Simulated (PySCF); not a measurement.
## How the method moves the HOMO and LUMO of `C[NH][GeH2][AsH2]`

Compound: CH8AsGeN.
Z-matrix (Å and degrees, PBE0-D3(BJ)/def2-SVP geometry), rows numbered from 1:
```
C 
N   1  1.4424
Ge  2  1.8348  1  120.88
As  3  2.4277  2  106.24  1   -62.02
H   1  1.1028  2  110.72  3   166.19
H   1  1.1098  2  115.27  3   -71.62
H   1  1.1032  2  109.94  3    49.16
H   2  1.0153  1  113.10  3   140.22
H   3  1.5401  2  106.22  1  -179.67
H   3  1.5533  2  113.72  1    60.01
H   4  1.5272  3   91.21  2  -179.97
H   4  1.5268  3   92.38  2    88.64
```

Basis pcSseg-1 throughout (PySCF), one geometry. Geometry: PBE0-D3(BJ)/def2-SVP, one conformer, isolated molecule. The calculation is non-relativistic, for germanium and arsenic too.

Problem. How do the orbital energies, the gap and the dipole change with the method?

Solution. 
| method | kind | HOMO (eV) | LUMO (eV) | gap (eV) | μ (D) | SCF cycles |
| --- | --- | --- | --- | --- | --- | --- |
| BLYP | GGA | -5.04 | -0.50 | 4.53 | 1.17 | 13 |
| PBE | GGA | -5.17 | -0.61 | 4.56 | 1.26 | 13 |
| OPBE | GGA | -5.18 | -0.44 | 4.75 | 1.32 | 12 |
| B97-D | GGA | -5.19 | -0.57 | 4.62 | 1.24 | 13 |
| LDA | LDA | -5.25 | -0.80 | 4.45 | 1.34 | 13 |
| BP86 | GGA | -5.29 | -0.72 | 4.57 | 1.29 | 14 |
| KT2 | GGA | -5.29 | -0.72 | 4.57 | 1.21 | 12 |
| KT3 | GGA | -5.30 | -0.61 | 4.69 | 1.15 | 12 |
| B3LYP | global hybrid | -6.29 | -0.01 | 6.28 | 1.24 | 12 |
| B97-2 | global hybrid | -6.30 | 0.17 | 6.47 | 1.32 | 11 |
| PBE0 | global hybrid | -6.54 | 0.21 | 6.75 | 1.35 | 11 |
| mPW1PW91 | global hybrid | -6.58 | 0.19 | 6.77 | 1.35 | 11 |
| BHandHLYP | global hybrid | -7.77 | 1.10 | 8.87 | 1.32 | 11 |
| CAM-B3LYP | range-separated hybrid | -7.87 | 1.24 | 9.10 | 1.31 | 11 |
| wB97X-D | range-separated hybrid | -8.40 | 1.92 | 10.32 | 1.39 | 12 |
| LC-wPBE | range-separated hybrid | -9.23 | 2.35 | 11.58 | 1.47 | 12 |
| HF | Hartree–Fock | -9.52 | 3.41 | 12.94 | 1.51 | 10 |

The HOMO spans 4.49 eV, from BLYP down to HF, and the gap runs from 4.45 eV (LDA) to 12.94 eV (HF). Over the methods BLYP (0 %), PBE (0 %), OPBE (0 %), B97-D (0 %), LDA (0 %), BP86 (0 %), KT2 (0 %), KT3 (0 %), B3LYP (20 %), B97-2 (21 %), PBE0 (25 %), mPW1PW91 (25 %), BHandHLYP (50 %), HF (100 %), a straight line through the gap against the share of exact exchange rises by 0.84 eV for each 10 % (correlation coefficient 0.999). The dipole ranges from 1.15 D (KT3) to 1.51 D (HF). This basis has no diffuse functions.
